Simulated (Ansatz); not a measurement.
The cluster Ti2O5H2 (the lowest singlet isomer of a short search), 9 atoms. Hardware: 4 threads of Arm Neoverse V2 on a shared host.

Correlated methods freeze 15 core orbitals; core or outer-core shells of Ti are correlated, in sets that lack core-valence functions.

Problem. How many basis functions does each of these Ansatz runs have, and roughly what does it cost? PBE-D4/def2-TZVP, charge 0 singlet, energy, from earlier orbitals; PBE-D4/def2-SVP, charge 0 singlet, relaxation, 25 steps; CCSD(T)/def2-SVP, charge 0 singlet, energy, from earlier orbitals; PBE-D4/def2-TZVP, charge 1 doublet at the geometry of the charge 0 singlet, energy, from earlier orbitals; PBE-D4/def2-TZVP, charge 0 triplet at the geometry of the charge 0 singlet, energy, from earlier orbitals; PBE0-D4/def2-TZVPD, charge 0 singlet, energy, from earlier orbitals; RPA@PBE/def2-TZVP, charge 0 singlet, energy, from earlier orbitals; PBE0-D4/def2-TZVP, charge 0 singlet, energy, from earlier orbitals; PBE0-D4/def2-TZVP, charge 0 triplet at the geometry of the charge 0 singlet, energy; MP2/def2-TZVP, charge 0 singlet, energy, from earlier orbitals; PBE-D4/def2-TZVPD, charge -1 doublet at the geometry of the charge 0 singlet, energy, from earlier orbitals; PBE-D4/def2-SVP, charge 0 singlet, energy, from earlier orbitals.

Solution. Other jobs shared the machine, so times can vary by a factor of up to 3. A dash marks memory too small to be measured apart from the calling script's.

```tsv
run	functions	fitting or Cholesky vectors	wall time	peak host memory (GiB)
PBE-D4/def2-SVP, charge 0 singlet, energy, from earlier orbitals	142	1591	2 s	–
PBE-D4/def2-TZVP, charge 0 singlet, energy, from earlier orbitals	257	1669	3.8 s	–
MP2/def2-TZVP, charge 0 singlet, energy, from earlier orbitals	257	1934	7 s	0.8
PBE0-D4/def2-TZVP, charge 0 singlet, energy, from earlier orbitals	257	1775	8 s	0.97
PBE-D4/def2-TZVP, charge 1 doublet at the geometry of the charge 0 singlet, energy, from earlier orbitals	257	1669	9 s	–
PBE-D4/def2-TZVP, charge 0 triplet at the geometry of the charge 0 singlet, energy, from earlier orbitals	257	1669	9 s	–
RPA@PBE/def2-TZVP, charge 0 singlet, energy, from earlier orbitals	257	1934	11 s	0.81
PBE0-D4/def2-TZVPD, charge 0 singlet, energy, from earlier orbitals	314	2002	11 s	1.4
PBE-D4/def2-TZVPD, charge -1 doublet at the geometry of the charge 0 singlet, energy, from earlier orbitals	314	1874	16 s	0.74
PBE-D4/def2-SVP, charge 0 singlet, relaxation, 25 steps	142	1591	43 s	–
PBE0-D4/def2-TZVP, charge 0 triplet at the geometry of the charge 0 singlet, energy	257	1775	46 s	1.9
CCSD(T)/def2-SVP, charge 0 singlet, energy, from earlier orbitals	142	1440	56 s	1.3
```
